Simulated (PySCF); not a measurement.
## Polarisability and C₆ of Au (gold, neutral)

[Xe] 4f14 5d9 6s1 6p1, one real determinant (an excited configuration). Computed with PySCF 2.14 in aug-cc-pVTZ-PP with ECP60MDF (6s6p5d3f2g, 88 functions), with scalar relativity through the core potential. Coupled (time-dependent) response in atomic units; α is the mean over directions.

| method | mean α (bohr³) | α xx, yy, zz | C₆ (like pair) | S(−4) |
| --- | --- | --- | --- | --- |
| TPSSh | 83.25 | 59.53, 59.53, 130.7 | 879.4 | 5327 |
| PW91 | 86.12 | 60.05, 60.05, 138.3 | 902.2 | 6102 |

S(−4) is the Cauchy moment in α(ω) = α(0) + S(−4) ω² + …

Spin-orbit coupling is absent.

α(iu) at PW91:

| u (hartree) | α(iu) (bohr³) |
| --- | --- |
| 0 | 86.12 |
| 0.0500 | 74.19 |
| 0.100 | 55.95 |
| 0.200 | 33.39 |
| 0.300 | 22.77 |
| 0.500 | 13.52 |
| 0.750 | 8.802 |
| 1.00 | 6.403 |
| 1.50 | 3.947 |
| 2.00 | 2.709 |
| 3.00 | 1.507 |
| 5.00 | 0.6550 |

A single London oscillator, α(iu) = α/(1 + u²/ω²), gives C₆ = (3/4) ω α². Matching the computed C₆ needs ω = 4 × 902.2 / (3 × 86.12²) = 0.162 hartree.

The components differ because the open shell of this determinant is not spherical; for a pure term their mean is the scalar polarisability.

⟨L²⟩ = 8.02 against 12 for a pure F term, so this real determinant mixes terms. Energies and moments cover only the electrons outside the core potential. Spin-orbit coupling, absent here, splits the open shell strongly.
